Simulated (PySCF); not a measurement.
I⁺: excitation energy

I⁺ [Kr] 4d10 5s2 5p4 (3P) → I⁺ [Kr] 4d10 5s1 5p5 (3P), as a difference of total energies. Computed with PySCF 2.14 in def2-TZVPPD with the def2 core potential (28 electrons), with scalar relativity through the core potential. Correlated levels: valence and next inner shell: nothing frozen outside the core potential. The calculations carry no spin-orbit coupling.

```
                                method  excitation energy (cm⁻¹)  error (cm⁻¹)
                                   UHF                     96921        +16376
    MP2 (valence and next inner shell)                     88824         +8279
SCS-MP2 (valence and next inner shell)                     87844         +7299
   CCSD (valence and next inner shell)                     85240         +4695
CCSD(T) (valence and next inner shell)                     80833          +288
```

Reference: 80545 cm⁻¹ (measured; NIST levels, between the centres of gravity of the two terms).

Errors of the correlated levels include the incompleteness of this basis.

The coupled-cluster amplitudes are large for the upper state (T1 above 0.03 or a double amplitude above 0.15), so a single reference is strained.
